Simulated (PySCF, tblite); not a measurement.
Isomers of C2H8Cl2OSi2, one GFN2-xTB conformer each. Single-point energies are computed at PBE0/pcSseg-1 (PySCF, gas phase, no added dispersion term), electronic only.

```json
{"SMILES": "O[Si@H](CCl)[SiH2]CCl", "GFN2-xTB relative energy (kJ/mol)": "132.1"}
{"SMILES": "CO[Si@@H](Cl)[SiH2]CCl", "GFN2-xTB relative energy (kJ/mol)": "0.0"}
```

Conformers: `[OH:1][Si@H:2]([CH2:3][Cl:4])[SiH2:5][CH2:6][Cl:7]` with H–O1–Si2–C3 -46°, O1–Si2–C3–Cl4 52°, O1–Si2–Si5–C6 -172°, Si2–Si5–C6–Cl7 -56°; `[CH3:1][O:2][Si@@H:3]([Cl:4])[SiH2:5][CH2:6][Cl:7]` with C1–O2–Si3–Cl4 51°, O2–Si3–Si5–C6 -174°, Si3–Si5–C6–Cl7 -57°.

What does PBE0/pcSseg-1 give for the same structures?

```json
{"SMILES": "CO[Si@@H](Cl)[SiH2]CCl", "PBE0/pcSseg-1 E (Eh)": "-1654.91044", "PBE0/pcSseg-1 (kJ/mol)": "0.0", "GFN2-xTB (kJ/mol)": "0.0", "point group": "C1"}
{"SMILES": "O[Si@H](CCl)[SiH2]CCl", "PBE0/pcSseg-1 E (Eh)": "-1654.87784", "PBE0/pcSseg-1 (kJ/mol)": "85.6", "GFN2-xTB (kJ/mol)": "132.1", "point group": "C1"}
```

Both levels put the same isomer lowest. As drawn, the higher has an O–H bond, which the lower lacks.

Which frontier levels, dipoles and rotational constants go with these structures?

```tsv
SMILES	HOMO (eV, PBE0/pcSseg-1)	LUMO (eV)	dipole (D)	A, B, C (MHz)
CO[Si@@H](Cl)[SiH2]CCl	-8.01	-0.59	1.90	1867, 640.4, 557.8
O[Si@H](CCl)[SiH2]CCl	-8.01	-0.74	1.67	1715, 635.9, 484.3
```

What happens when harmonic zero-point energies from GFN2-xTB frequencies are added?

| SMILES | ZPE (kJ/mol) | electronic (kJ/mol) | with ZPE (kJ/mol) |
| --- | --- | --- | --- |
| CO[Si@@H](Cl)[SiH2]CCl | 250.5 | 0.0 | 0.0 |
| O[Si@H](CCl)[SiH2]CCl | 246.5 | 85.6 | 81.6 |

The zero-point energies span 4.0 kJ/mol. The order is unchanged.

As an exercise, what shares would exp(−E/RT) give at 2000 K from these electronic energies alone (no entropy, no degeneracies)?

RT = 16.629 kJ/mol: CO[Si@@H](Cl)[SiH2]CCl 99.4 %, O[Si@H](CCl)[SiH2]CCl 0.6 %.
